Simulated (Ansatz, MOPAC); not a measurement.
Isomers of C3HN. Isolated molecules, 0 K electronic values unless said otherwise. Strings in code marks are SMILES.

Quantity: electronic energy of isomers of C3HN relative to `C#CC#N`, in eV. The restricted reference of `C#CC#N` is unstable towards unrestricted orbitals. Semi-empirical values (MOPAC) are differences of heats of formation.

Level 1: frozen-core CCSD(T)/6-31g // B3LYP-D3(BJ)/def2-TZVP (Ansatz, a program for electronic structure)
Level 2: frozen-core CCSD(T)/cc-pVDZ // B3LYP-D3(BJ)/def2-TZVP (Ansatz)
Level 3: AM1 // B3LYP-D3(BJ)/def2-TZVP (MOPAC)
Level 4: PM6 // B3LYP-D3(BJ)/def2-TZVP (MOPAC)

```json
[
 {"species": "`[C-]#[N+]C#C`", "level 1": "1.36", "level 2": "1.18", "level 3": "1.28", "level 4": "0.90"}
]
```
